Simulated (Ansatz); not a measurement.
Basis-set extrapolation for C$_{2}$H$_{8}$SSi$_{2}$, SMILES `[SiH3][SiH2]CC=S` (PBE0-D4/def2-TZVP geometry, frozen core, the Gaussian-basis code of Ansatz). Multiplicity 1, RHF reference.

```csv
,def2-TZVPP,def2-QZVPP
HF,-1055.823642,-1055.856217
MP2 correlation,-0.758658,-0.812984
CCSD(T) correlation,-0.866730,not run
```

Energies in hartree. Use E(X) = E(∞) + A·exp(−7.88·√X) for Hartree–Fock and E(X) = E(∞) + B·X^(−2.97) for correlation, with X = 3 and 4, and add CCSD(T) minus MP2 of the smaller set to the MP2 limit.

Problem. What is the CCSD(T) energy at the basis-set limit?

Solution. HF limit: -1055.856217 + (-0.032575) × 0.13774 = -1055.86070. MP2 limit: -0.812984 + (-0.054326) × 0.74074 = -0.85323. Higher-order term: -0.866730 − (-0.758658) = -0.10807. Total: -1056.82200 hartree, 82.6 kcal/mol below CCSD(T)/def2-TZVPP.
